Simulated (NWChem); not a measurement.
Molecule: ScNH$_{4}$O$_{2}$; SMILES [NH2][Sc]([OH])[OH]

```xyz
8

Sc     0.0000    -0.0503     0.0000
O     -1.6408    -0.9314     0.0000
H     -2.3392    -1.5848     0.0000
O      1.6787    -0.8564     0.0000
H      2.4058    -1.4779     0.0000
N     -0.0430     1.9255     0.0000
H      0.7640     2.5463     0.0000
H     -0.8740     2.5137     0.0000
```
Atoms are numbered in this order, from 1.

Program: NWChem. Pople sets run with spherical d functions. Coordinates come from a PBE0/def2-SVP optimisation. Vzz is the largest principal value of the second derivative of the potential at the nucleus (NWChem prints the opposite sign); η is the asymmetry. Non-relativistic.

For level Hartree-Fock/6-31G*:

* **Vzz Sc1 (a.u.)**: 1.346
* **Vzz O4 (a.u.)**: 1.365
* **Vzz N6 (a.u.)**: 0.661
* **η N6**: 0.94

### Question
How do the values read with level B3LYP/cc-pVTZ instead?

### Answer
The vzz Sc1 (a.u.) is 1.519 and the vzz O4 (a.u.) is 1.248. The vzz N6 (a.u.) is 0.582. The η N6 is 0.81.
